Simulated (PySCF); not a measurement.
# Input and output

[La(H2O)4]3+ (singlet). PySCF 2.14.0, RKS PBE0, La def2-SVP with ECP46, O def2-SVP, H def2-SVP; non-relativistic Hamiltonian with scalar-relativistic core potentials where named; density fitting; no spin-orbit coupling. Purpose: singlet excitations, Tamm-Dancoff PBE0.

```python
mol = gto.M(atom='''
La     0.00001    -0.00000     0.00000
O      1.44189     1.36354     1.42510
H      1.36651     1.53233     2.39981
H      2.25642     1.87128     1.17261
O     -1.44195    -1.42507     1.36350
H     -2.25690    -1.17248     1.87089
H     -1.36597    -2.39997     1.53272
O      1.44189    -1.36354    -1.42510
H      2.25642    -1.87128    -1.17261
H      1.36651    -1.53233    -2.39981
O     -1.44195     1.42507    -1.36350
H     -1.36597     2.39997    -1.53272
H     -2.25690     1.17248    -1.87089''',
    basis={'La': 'def2-SVP', 'O': 'def2-SVP', 'H': 'def2-SVP'},
    ecp={'La': 'def2-SVP'},
    charge=3, spin=0)
mf = dft.RKS(mol, xc='PBE0')
mf.grids.atom_grid = (50, 194)  # f atoms: unpruned, at least (60, 302)
mf = mf.density_fit()  # fitting sets: La def2-universal-JKFIT, O def2-universal-JKFIT, H def2-universal-JKFIT
mf.conv_tol = 1e-08; mf.max_cycle = 55
mf.kernel(dm0)  # dm0: converged density of the relaxed state
td = mf.TDA(); td.nstates = 8; td.kernel()
```

Run from Python with OMP_NUM_THREADS=2; the lines above give its settings. Where DIIS fails, smearing, a level shift and second-order steps follow.
It took 61 s on 2 threads of Arm Neoverse V1, on a shared host, from an already converged density.

Problem. Where do the frontier levels lie, over both spins?

Solution. HOMO -23.58 eV, LUMO -14.98 eV. 

Problem. What does the SCF print?

Solution. 
```
init E= -335.793903676075
cycle= 1 E= -335.797631970965  delta_E= -0.00373  |g|= 0.0442  |ddm|= 0.267
cycle= 2 E= -335.79737280073  delta_E= 0.000259  |g|= 0.0599  |ddm|= 0.0972
cycle= 3 E= -335.798071772158  delta_E= -0.000699  |g|= 0.00442  |ddm|= 0.0427
cycle= 4 E= -335.798076248388  delta_E= -4.48e-06  |g|= 0.000657  |ddm|= 0.00681
cycle= 5 E= -335.798076344441  delta_E= -9.61e-08  |g|= 0.000116  |ddm|= 0.000579
cycle= 6 E= -335.798076348069  delta_E= -3.63e-09  |g|= 7.63e-06  |ddm|= 0.000188
Extra cycle  E= -335.798076348079  delta_E= -9.55e-12  |g|= 8.22e-06  |ddm|= 1.26e-05
converged SCF energy = -335.798076348079
```

Problem. What are the Mulliken charges and spins?

Solution. 
```
atom  charge (e)  spin (e)
 La1       1.834     0.000
  O2      -0.336     0.000
  H3       0.314     0.000
  H4       0.314     0.000
  O5      -0.336     0.000
  H6       0.314     0.000
  H7       0.314     0.000
  O8      -0.336     0.000
  H9       0.314     0.000
 H10       0.314     0.000
 O11      -0.336     0.000
 H12       0.314     0.000
 H13       0.314     0.000
```

Problem. Which singlet excitations follow (Tamm-Dancoff, 8 states)?

Solution. 
```csv
state,eV,oscillator strength
1,7.18,0.0003
2,7.18,0.0003
3,7.31,0.0019
4,7.32,0.0000
5,7.49,0.0540
6,7.49,0.0540
7,7.63,0.0571
8,7.65,0.0000
```
Functionals without range separation put charge-transfer states too low; the basis has no diffuse functions.

The geometry was relaxed with PBE (La def2-SVP with ECP46, O def2-SVP, H def2-SVP).
